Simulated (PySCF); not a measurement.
Input of a run (PBE0-D3(BJ)/def2-SVP geometry optimisation, gas phase, def2 core potentials past Kr (PySCF 2.14.0)), started from GFN2-xTB:
```
{"job": {"xc": "PBE0", "basis": "def2-SVP", "d3": "d3bj", "grid": 1, "maxiter": 40, "kind": "geom"}, "charge": 0, "multiplicity": 1}
Zr     0.000870    -0.001030     0.145590
F      0.012200    -0.015240     1.978740
Cl     2.076100     0.011080    -0.721150
Cl    -1.049060     1.804310    -0.688010
Cl    -1.040110    -1.799110    -0.715170
```

Output (energies in Eh, forces in Eh/bohr):
```
step   0  E = -1526.75266730  max force = 0.038239
step   1  E = -1526.76042641  max force = 0.019180
step   2  E = -1526.76169498  max force = 0.002404
step   3  E = -1526.76179926  max force = 0.001477
step   4  E = -1526.76185234  max force = 0.001000
step   5  E = -1526.76188751  max force = 0.000358
step   6  E = -1526.76189921  max force = 0.000502
step   7  E = -1526.76192160  max force = 0.001177
step   8  E = -1526.76192059  max force = 0.000760
step   9  E = -1526.76191766  max force = 0.000356
step  10  E = -1526.76191535  max force = 0.000278
optimisation converged
```

Q: Summarise the run.

A: The energy falls by 24.3 kJ/mol over 11 energy and gradient evaluations, the largest force component goes from 0.0382 to 2.8e-04 Eh/bohr, and the atoms move by 0.085 Å rms after alignment. The bond that changes most is Zr1–Cl3 (ends: zirconium bonded to 3 Cl and F; chlorine bonded to Zr), which lengthens by 0.078 Å. Bonds longer at the end by more than 0.005 Å: 4 of 4; shorter: 0. Among the angles that change most is Cl3–Zr1–Cl4, from 106.5° to 109.4°. The energy rose by more than 1e-6 Eh at steps 8, 9 and 10. The first step brought 84 % of the lowering.

Q: What are the final bond lengths?

A: Zr1–F2 1.883 Å, Zr1–Cl3 2.327 Å, Zr1–Cl4 2.325 Å, Zr1–Cl5 2.324 Å. Numbering counts from 1 in the input's order; the species is `[F][Zr]([Cl])([Cl])[Cl]` (ZrFCl3).

The run used 99 basis functions and 72 SCF cycles in all. Time: 55 s. Hardware: one thread, Arm Neoverse V1, no GPU, shared host.

No frequency check.
